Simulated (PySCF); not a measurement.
Isomers of C9H9N3, mass 159.080 u with the commonest isotopes. Method used: PBE0/pcSseg-1 in PySCF (dipole) on a GFN2-xTB geometry, gas phase. One conformer each, none proved a minimum here; rigid rotors.

Question: Order these by out-of-plane moment Σ m c² = (Ia + Ib − Ic)/2, smallest first.
A. `[cH:1]1[cH:2][cH:3][c:4]2[c:5]([cH:6]1)[n:7][n:8][n:9]2[CH:10]1[CH2:11][CH2:12]1` with N8–N9–C10–C11 -33°
B. `[CH2:1]=[CH:2][n:3]1[n:4][n:5][c:6]2[cH:7][cH:8][cH:9][c:10]([CH3:11])[c:12]12` with C1–C2–N3–N4 0°
C. `[cH:1]1[cH:2][cH:3][c:4]([CH2:5][n:6]2[cH:7][cH:8][n:9][n:10]2)[cH:11][cH:12]1` with C3–C4–C5–N6 65°, C4–C5–N6–C7 69°

Answer: B (1.58 u·Å²), A (19.83 u·Å²), C (83.45 u·Å²).

Question: Order these by rotational constant C, smallest first.
A. `[cH:1]1[cH:2][cH:3][c:4]2[c:5]([cH:6]1)[n:7][n:8][n:9]2[CH:10]1[CH2:11][CH2:12]1` with N8–N9–C10–C11 -33°
B. `[cH:1]1[cH:2][cH:3][c:4]([CH2:5][n:6]2[cH:7][cH:8][n:9][n:10]2)[cH:11][cH:12]1` with C3–C4–C5–N6 65°, C4–C5–N6–C7 69°
C. `[CH2:1]=[CH:2][n:3]1[n:4][n:5][c:6]2[cH:7][cH:8][cH:9][c:10]([CH3:11])[c:12]12` with C1–C2–N3–N4 0°
D. `[CH3:1][c:2]1[cH:3][cH:4][c:5](-[n:6]2[cH:7][n:8][cH:9][n:10]2)[cH:11][cH:12]1` with C4–C5–N6–C7 4°

Answer: D (448.8 MHz), B (536.7 MHz), A (556.9 MHz), C (583.4 MHz).

Question: Order these by dipole moment, smallest first.
A. `[cH:1]1[cH:2][cH:3][c:4]2[c:5]([cH:6]1)[n:7][n:8][n:9]2[CH:10]1[CH2:11][CH2:12]1` with N8–N9–C10–C11 -33°
B. `[cH:1]1[cH:2][cH:3][c:4]([CH2:5][n:6]2[cH:7][cH:8][n:9][n:10]2)[cH:11][cH:12]1` with C3–C4–C5–N6 65°, C4–C5–N6–C7 69°
C. `[CH3:1][c:2]1[cH:3][cH:4][c:5](-[n:6]2[cH:7][n:8][cH:9][n:10]2)[cH:11][cH:12]1` with C4–C5–N6–C7 4°
D. `[CH2:1]=[CH:2][n:3]1[n:4][n:5][c:6]2[cH:7][cH:8][cH:9][c:10]([CH3:11])[c:12]12` with C1–C2–N3–N4 0°

Answer: C (3.40 D), A (3.99 D), D (4.19 D), B (4.64 D).

```
              SMILES  point group  Ia (u·Å²)  Ib (u·Å²)  Ic (u·Å²)      κ  μa (D)  μb (D)  μc (D)
 C=Cn1nnc2cccc(C)c21           Cs     299.70     569.67     866.20  -0.45    0.97    4.07    0.00
c1ccc2c(c1)nnn2C1CC1            –     206.74     740.44     907.51  -0.87    0.44    3.97    0.01
 Cc1ccc(-n2cncn2)cc1      near Cs     139.51     990.00    1126.05  -0.96    3.32    0.71    0.05
  c1ccc(Cn2ccnn2)cc1           C1     208.85     899.71     941.66  -0.97    3.49    2.90    0.98
```
